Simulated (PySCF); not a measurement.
Compound: C6H4O2.
SMILES with atom numbers: `[O:1]=[C:2]1[CH:3]=[CH:4][C:5](=[O:6])[CH:7]=[CH:8]1` (hydrogens: H9 on C3; H10 on C4; H11 on C7; H12 on C8)

Method: HF/def2-SVP geometry optimisation, gas phase (PySCF 2.14.0); density fitting; the optimiser is geomeTRIC in internal coordinates, started from a GFN2-xTB structure.

Step 1: E = -10311.4666 eV
```
atom  x, y, z in Å  |  force x, y, z in eV/Å
O1     -0.6954   -2.3114    1.0085   -0.314  -0.783  -0.084
C2     -0.3975   -1.3066    0.4621    0.400   1.004   0.659
C3      1.0358   -0.9745    0.1965   -0.167  -0.152  -0.230
C4      1.4023    0.2341   -0.2022   -0.059   0.216   0.233
C5      0.3952    1.3070   -0.4670   -0.206  -1.062  -0.658
O6      0.7071    2.3069   -1.0145    0.161   0.831   0.083
C7     -1.0380    0.9752   -0.2008    0.175   0.217   0.197
C8     -1.4044   -0.2333    0.1985    0.024  -0.274  -0.198
H9      1.7448   -1.7718    0.3726    0.017  -0.015   0.009
H10     2.4347    0.5031   -0.3790    0.020   0.002  -0.009
H11    -1.7471    1.7724   -0.3766   -0.026   0.011  -0.007
H12    -2.4367   -0.5017    0.3766   -0.026   0.006   0.005
```

Step 2: E = -10311.5090 eV
```
atom  x, y, z in Å  |  force x, y, z in eV/Å
O1     -0.7330   -2.3390    0.9797    0.331   0.072   0.021
C2     -0.3885   -1.2962    0.5234   -0.357   0.055  -0.544
C3      1.0339   -0.9724    0.2058   -0.018  -0.185   0.277
C4      1.3993    0.2328   -0.2113    0.114   0.181  -0.289
C5      0.3974    1.2936   -0.5285   -0.350   0.145   0.554
O6      0.6888    2.3522   -0.9855    0.256  -0.256  -0.020
C7     -1.0241    0.9692   -0.2101   -0.051  -0.059  -0.169
C8     -1.3901   -0.2356    0.2076    0.001   0.067   0.170
H9      1.7450   -1.7702    0.3747    0.059   0.059   0.100
H10     2.4338    0.5007   -0.3807    0.019  -0.082  -0.100
H11    -1.7365    1.7662   -0.3782   -0.014  -0.039  -0.110
H12    -2.4251   -0.5017    0.3777    0.010   0.041   0.109
```

Question: Estimate the geometry and energy of step 3. (The exact step hangs on the optimiser's Hessian estimate; all steps are aligned on step 2, rigid shifts and turns removed.)

Answer: E = -10311.5242 eV, largest force 0.602 eV/Å
```
atom  x, y, z in Å  |  force x, y, z in eV/Å
O1     -0.6857   -2.3443    0.9511   -0.295   0.148   0.039
C2     -0.3931   -1.2793    0.5084    0.239  -0.481  -0.207
C3      1.0348   -0.9698    0.2115    0.033   0.303   0.074
C4      1.4003    0.2313   -0.2175   -0.194  -0.283  -0.064
C5      0.3840    1.2815   -0.5128    0.496   0.275   0.204
O6      0.7332    2.3288   -0.9564   -0.344   0.058  -0.044
C7     -1.0454    0.9735   -0.2153    0.074  -0.042  -0.189
C8     -1.4101   -0.2282    0.2132    0.082  -0.003   0.187
H9      1.7460   -1.7632    0.4012   -0.061   0.001   0.046
H10     2.4325    0.4952   -0.4082   -0.055   0.031  -0.045
H11    -1.7544    1.7688   -0.4048    0.008  -0.023  -0.036
H12    -2.4413   -0.4949    0.4043    0.018   0.016   0.035
```

The energy changes by -0.0152 eV. The first-order estimate −F·Δx gives -0.0721 eV and the mean of the old and new forces, exact on a quadratic surface, -0.0149 eV. The step makes an angle of 58° with the force vector and moves no atom by more than 0.058 Å.

The cost below is that of the whole optimisation. Time: 32 s of wall time; peak memory 0.53 GiB. Hardware: one thread, Arm Neoverse V1 (aarch64), on a shared host.
